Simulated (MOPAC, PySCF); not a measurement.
C3H8S, SMILES `CCSC` (C–C–S–C torsion 67°), neutral singlet in the gas phase. 

Z-matrix (Å, degrees):
```
C
H 1 1.0932
H 1 1.0949 2 107.08
C 1 1.5202 2 110.59 3 -121.30
H 4 1.0915 1 110.83 2 -59.86
H 4 1.0918 5 108.07 1 122.48
H 4 1.0942 5 108.50 6 116.22
S 1 1.8154 2 104.21 3 114.78
C 8 1.8056 1 100.31 2 -172.23
H 9 1.0902 8 106.74 1 174.06
H 9 1.0908 10 108.52 8 -120.99
H 9 1.0925 10 108.67 11 -119.45
```
Charge 0, spin multiplicity 1.

All levels are single points at this geometry (r2SCAN-D4/def2-TZVP); Pople sets use spherical d functions. Orbital energies aren't observables, and empty levels follow the basis.

```json
[
 {"level": "PBE-D3(BJ)/def2-TZVP in PySCF", "HOMO (eV)": "-5.01", "LUMO (eV)": "0.09", "gap (eV)": "5.09", "dipole (D)": "1.57", "vertical IE, Delta-SCF (eV)": "8.35"},
 {"level": "r2SCAN-D4/def2-TZVP in PySCF", "HOMO (eV)": "-5.23", "LUMO (eV)": "0.46", "gap (eV)": "5.70", "dipole (D)": "1.67", "vertical IE, Delta-SCF (eV)": "8.37"},
 {"level": "B3LYP/6-311+G** in PySCF", "HOMO (eV)": "-6.06", "LUMO (eV)": "0.02", "gap (eV)": "6.08", "dipole (D)": "1.71", "vertical IE, Delta-SCF (eV)": "–"},
 {"level": "B3LYP/6-31G* in PySCF", "HOMO (eV)": "-5.86", "LUMO (eV)": "1.37", "gap (eV)": "7.23", "dipole (D)": "1.74", "vertical IE, Delta-SCF (eV)": "8.46"},
 {"level": "BP86/6-31G* in PySCF", "HOMO (eV)": "-4.94", "LUMO (eV)": "0.49", "gap (eV)": "5.44", "dipole (D)": "1.76", "vertical IE, Delta-SCF (eV)": "–"},
 {"level": "PBE/6-31G* in PySCF", "HOMO (eV)": "-4.84", "LUMO (eV)": "0.58", "gap (eV)": "5.42", "dipole (D)": "1.76", "vertical IE, Delta-SCF (eV)": "8.32"},
 {"level": "SVWN5/6-31G* in PySCF", "HOMO (eV)": "-4.89", "LUMO (eV)": "0.43", "gap (eV)": "5.32", "dipole (D)": "1.80", "vertical IE, Delta-SCF (eV)": "8.46"},
 {"level": "HF/3-21G in PySCF", "HOMO (eV)": "-9.16", "LUMO (eV)": "5.95", "gap (eV)": "15.11", "dipole (D)": "2.01", "vertical IE, Delta-SCF (eV)": "–"},
 {"level": "HF/STO-3G in PySCF", "HOMO (eV)": "-6.61", "LUMO (eV)": "12.44", "gap (eV)": "19.04", "dipole (D)": "0.92", "vertical IE, Delta-SCF (eV)": "–"},
 {"level": "AM1 in MOPAC", "HOMO (eV)": "-8.59", "LUMO (eV)": "0.90", "gap (eV)": "9.49", "dipole (D)": "1.83", "vertical IE, Delta-SCF (eV)": "–"},
 {"level": "PM3 in MOPAC", "HOMO (eV)": "-8.94", "LUMO (eV)": "0.52", "gap (eV)": "9.45", "dipole (D)": "2.03", "vertical IE, Delta-SCF (eV)": "–"},
 {"level": "PM6 in MOPAC", "HOMO (eV)": "-8.52", "LUMO (eV)": "0.83", "gap (eV)": "9.35", "dipole (D)": "1.92", "vertical IE, Delta-SCF (eV)": "–"},
 {"level": "PM7 in MOPAC", "HOMO (eV)": "-8.44", "LUMO (eV)": "0.23", "gap (eV)": "8.68", "dipole (D)": "1.91", "vertical IE, Delta-SCF (eV)": "–"}
]
```
